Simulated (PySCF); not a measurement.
# Calculated NMR parameters of CC(=O)c1cpc(C)pc1

| Quantity | Value |
| --- | --- |
| Formula | C7H8OP2 |
| SMILES | CC(=O)c1cpc(C)pc1 |
| InChI | InChI=1S/C7H8OP2/c1-5(8)7-3-9-6(2)10-4-7/h3-4H,1-2H3 |
| Point group of the computed structure | C1 |
| Carbon signals | 6 |
| Proton signals | 3 |

Molfile (atoms numbered from 1):
```
C7H8OP2
     RDKit          3D

 18 18  0  0  0  0  0  0  0  0999 V2000
   -3.1684    0.7343   -0.3947 C   0  0  0  0  0  0  0  0  0  0  0  0
   -2.3295   -0.4820   -0.0907 C   0  0  0  0  0  0  0  0  0  0  0  0
   -2.8369   -1.5667    0.0826 O   0  0  0  0  0  0  0  0  0  0  0  0
   -0.8429   -0.3034   -0.0171 C   0  0  0  0  0  0  0  0  0  0  0  0
   -0.1150   -1.4838    0.0761 C   0  0  0  0  0  0  0  0  0  0  0  0
    1.5918   -1.7254    0.1789 P   0  0  0  0  0  0  0  0  0  0  0  0
    2.2389   -0.1058    0.1459 C   0  0  0  0  0  0  0  0  0  0  0  0
    3.7421   -0.0063    0.1939 C   0  0  0  0  0  0  0  0  0  0  0  0
    1.3921    1.4133    0.0537 P   0  0  0  0  0  0  0  0  0  0  0  0
   -0.2780    0.9637   -0.0333 C   0  0  0  0  0  0  0  0  0  0  0  0
   -2.8242    1.2250   -1.3022 H   0  0  0  0  0  0  0  0  0  0  0  0
   -3.1123    1.4400    0.4321 H   0  0  0  0  0  0  0  0  0  0  0  0
   -4.2025    0.4233   -0.5196 H   0  0  0  0  0  0  0  0  0  0  0  0
   -0.7078   -2.3932    0.0903 H   0  0  0  0  0  0  0  0  0  0  0  0
    4.0614    0.9234    0.6639 H   0  0  0  0  0  0  0  0  0  0  0  0
    4.1499   -0.0201   -0.8188 H   0  0  0  0  0  0  0  0  0  0  0  0
    4.1724   -0.8478    0.7356 H   0  0  0  0  0  0  0  0  0  0  0  0
   -0.9398    1.8179   -0.0948 H   0  0  0  0  0  0  0  0  0  0  0  0
  1  2  1  0
  2  3  2  0
  2  4  1  0
  4  5  2  0
  5  6  1  0
  6  7  2  0
  7  8  1  0
  7  9  1  0
  9 10  2  0
 10  4  1  0
  1 11  1  0
  1 12  1  0
  1 13  1  0
  5 14  1  0
  8 15  1  0
  8 16  1  0
  8 17  1  0
 10 18  1  0
M  END
```

PySCF calculation with structure optimised with GFN2-xTB and σ from GIAO-PBE0/pcSseg-1; no relativistic terms, single conformer, rapidly exchanging positions averaged, no solvent model.

δ = σ(ref) − σ, references computed at the same level: 1H (σref 31.72) and 13C (σref 186.93) against TMS; H3PO4 for 31P (σref 318.38); 17O (σref 336.08) vs H2O.

```tsv
carbon	δC, type	δH (multiplicity)	HMBC from (2–3 bonds)	span of the C tensor (ppm)
C1	28.4, CH3	2.82 (s)	–	44
C2	200.8, C	–	H14/H18, H11/H12/H13	200
C4	137.8, C	–	H14/H18, H11/H12/H13	224
C5/C10	164.1, CH	10.05 (m)	H14/H18	311
C7	226.3, C	–	H14/H18, H15/H16/H17	464
C8	31.6, CH3	3.48 (m)	–	41
```

Other nuclei:
| atoms | nucleus | environment | δ (ppm) | σ (ppm) |
| --- | --- | --- | --- | --- |
| P6/P9 | 31P | phosphorus bonded to 2 C, in a 6-membered ring | 262.9 | 55.5 |
| O3 | 17O | ketone oxygen | 661.8 | -325.7 |

δC 226.3, 137.8: substituted aromatic carbon. δC 200.8: ketone carbonyl carbon; the double bond to the heteroatom, with no lone-pair donor beside it, deshields it most. δC 164.1: aromatic CH. δC 31.6: methyl carbon on an aromatic ring; a saturated carbon with 1 carbon neighbour and no heteroatom attached. δH 10.05: hydrogen on an aromatic CH; ring current plus the deshielding of an ortho carbonyl group.

Splittings by 31P in the carbon and heteronuclear signals aren't shown, as no couplings were computed. Shifts are as computed. Against solution values, carbons near 30 ppm lie about +3 ppm off and those near 130 ppm about +5 ppm. Of 1211 compounds with measured shifts, 218 miss one by over three times the rms of a fit or turn the order of signals round; such compounds aren't used in these exercises. Unscaled 17O shifts of doubly bonded oxygen tend to come out too high, by tens of ppm or more. Experimental scales use liquid or dissolved standards, which lie at an offset from isolated H2O (liquid H2O: subtract about 36 ppm) and H3PO4. No couplings were computed; multiplicities are counted from neighbouring protons, with m where these are inequivalent, close in shift, in a saturated or five-membered ring or joined by F or P, and br s for small geminal =CH2 splittings.
